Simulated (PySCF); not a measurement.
# Working out the excitation energy of Pt

Pt [Xe] 4f14 5d9 6s1 (3D) → Pt [Xe] 4f14 5d9 6p1 (high-spin determinant). Calculation: PySCF 2.14, in def2-SVPD with the def2 core potential (60 electrons) (6s4p2d1f, 35 functions); a scalar-relativistic core potential. Frozen: nothing. Energies in hartree (1 hartree = 27.21139 eV):

| part | Pt (lower) | Pt (upper) |
| --- | --- | --- |
| UHF | -118.393528 | -118.239572 |
| MP2 opposite-spin | -0.187314 | -0.169257 |
| MP2 same-spin | -0.102931 | -0.092003 |

What does Hartree-Fock give?

(-118.239572) − (-118.393528) = 0.153956 hartree = 4.189 eV.

What do MP2 and SCS-MP2 (6/5 opposite-spin, 1/3 same-spin) give?

The opposite-spin parts differ by 0.491 eV and the same-spin parts by 0.297 eV. MP2: 4.189 + (0.491) + (0.297) = 4.977 eV. SCS-MP2: 4.189 + 1.2 × (0.491) + (0.297)/3 = 4.877 eV.

One determinant mixes LS terms, so it does not stand for a single term.

A double-zeta basis recovers only part of the correlation energy.
